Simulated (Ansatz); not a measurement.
Energy profile

The step: Si₄H₉F ([F][Si]([SiH3])([SiH3])[SiH3]) + H₂O + H₂O → Si₃H₇OF ([OH][Si]([F])([SiH3])[SiH3]) + SiH₄ + H₂O; bonds formed: Si1–O7, Si2–H8, H6–O9; bonds broken: Si1–Si2, H6–O7, H8–O9 (atoms numbered as in the saddle structure below).

Si1  (-1.113, -0.163, -0.208)
Si2  (1.794, -0.444, 0.312)
Si3  (-1.003, -0.044, 2.122)
Si4  (-0.533, -1.944, -1.616)
F5  (-2.742, -0.100, -0.475)
H6  (-0.013, 2.131, -0.623)
O7  (-0.911, 1.404, -0.997)
H8  (1.212, 1.553, 0.203)
O9  (0.953, 2.539, -0.094)
H10  (1.339, -1.868, 0.446)
H11  (2.790, -0.487, -0.815)
H12  (2.638, -0.239, 1.540)
H13  (-0.681, 1.371, 2.462)
H14  (-2.300, -0.389, 2.774)
H15  (0.058, -0.932, 2.660)
H16  (-1.554, -1.989, -2.701)
H17  (-0.596, -3.217, -0.852)
H18  (0.808, -1.793, -2.235)
H19  (-1.771, 1.802, -1.169)
H20  (1.623, 2.811, -0.732)
(Å)

Electronic energies by CCSD(T) at an estimated basis limit (MP2 extrapolated from triple and quadruple zeta, plus CCSD(T) − MP2 in triple zeta), on PBE0-D4/def2-TZVP structures; Si$_{4}$H$_{13}$O$_{2}$F, closed shell; no counterpoise correction. Ansatz 0.2.0; basis: def2-TZVPP and def2-QZVPP; cores frozen in the correlated methods. Extrapolation: Hartree–Fock as exp(−7.88 √X), correlation as X^−2.97.

Question: Give the profile in eV, counted from the separated reactants. (To be estimated.)

Answer: By the calculation:
| point | eV |
| --- | --- |
| separated: Si$_{4}$H$_{9}$F (linked as [F][Si]([SiH3])([SiH3])[SiH3]; Si1, Si2, Si3, Si4, F5, H10, H11, H12, H13, H14, H15, H16, H17, H18; singlet) + H$_{2}$O (H6, O7, H19; singlet) + H$_{2}$O (H8, O9, H20; singlet) | 0.000 |
| start structure | -0.459 |
| saddle | 1.097 |
| end structure | -1.290 |
| separated: Si$_{3}$H$_{7}$OF (linked as [OH][Si]([F])([SiH3])[SiH3]; Si1, Si3, Si4, F5, O7, H13, H14, H15, H16, H17, H18, H19; singlet) + SiH$_{4}$ (Si2, H8, H10, H11, H12; singlet) + H$_{2}$O (H6, O9, H20; singlet) | -0.997 |

The T1 diagnostic stays at or below 0.014.

For scale, one of the runs: CCSD(T)/def2-TZVPP, 443 basis functions, launched by `ansatz run in.yaml --threads 4 --pin off --events-out ev --progress --plain --max-ram 46080MiB --backend cuda --devices 0, --max-vram 37GiB`. Time: 27 s of wall clock on 4 CPU threads of an AMD EPYC 7R13 and a share of one NVIDIA H100; the host was shared. Peak host memory: 1.1 GiB.
